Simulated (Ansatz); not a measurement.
H₈Si₄ (`[SiH2]1[SiH2][SiH2][SiH2]1`), 12 atoms. Total charge 0; spin multiplicity 1. All runs use 4 threads of a server CPU on a shared host. Correlated methods freeze the cores.

Task: How many basis functions does each run have, and how long does it take in Ansatz? RHF-MP2/def2-QZVPP energy; RHF-CCSD(T)/def2-SVP energy; RKS PBE0-D4/def2-SVP energy; RKS PBE0-D4/def2-QZVPP energy; RKS ωB97M-V/def2-SVP energy; RKS PBE0-D4/def2-TZVPP energy; RKS BHLYP-D4/def2-TZVPP energy; RKS PBE0-D4/def2-TZVP frequencies; RKS ωB97M-V/def2-TZVPP energy and forces; RKS revPBE-D4/def2-TZVPP energy; RKS PBE0-D4/def2-TZVP relaxation (6 steps); direct RPA on PBE orbitals/def2-TZVPP energy. (Estimate.)

Result: The calculation gave: Other jobs shared the machine, so times are rough.

| level | job | functions | wall time | peak host memory (GiB) |
| --- | --- | --- | --- | --- |
| RKS PBE0-D4/def2-SVP | energy | 112 | 1.7 s | 0.26 |
| RKS revPBE-D4/def2-TZVPP | energy | 280 | 4 s | 0.47 |
| RHF-CCSD(T)/def2-SVP | energy | 112 | 4.4 s | 0.46 |
| RKS ωB97M-V/def2-SVP | energy | 112 | 5.5 s | 0.41 |
| RKS BHLYP-D4/def2-TZVPP | energy | 280 | 5.5 s | 0.91 |
| RKS PBE0-D4/def2-TZVPP | energy | 280 | 5.5 s | 0.9 |
| direct RPA on PBE orbitals/def2-TZVPP | energy | 280 | 9 s | 0.72 |
| RKS PBE0-D4/def2-QZVPP | energy | 520 | 16 s | 2.5 |
| RKS ωB97M-V/def2-TZVPP | energy and forces | 280 | 19 s | 1.2 |
| RHF-MP2/def2-QZVPP | energy | 520 | 30 s | 3.5 |
| RKS PBE0-D4/def2-TZVP | relaxation (6 steps) | 196 | 40 s | 0.64 |
| RKS PBE0-D4/def2-TZVP | frequencies | 196 | 3.8 min | 0.63 |
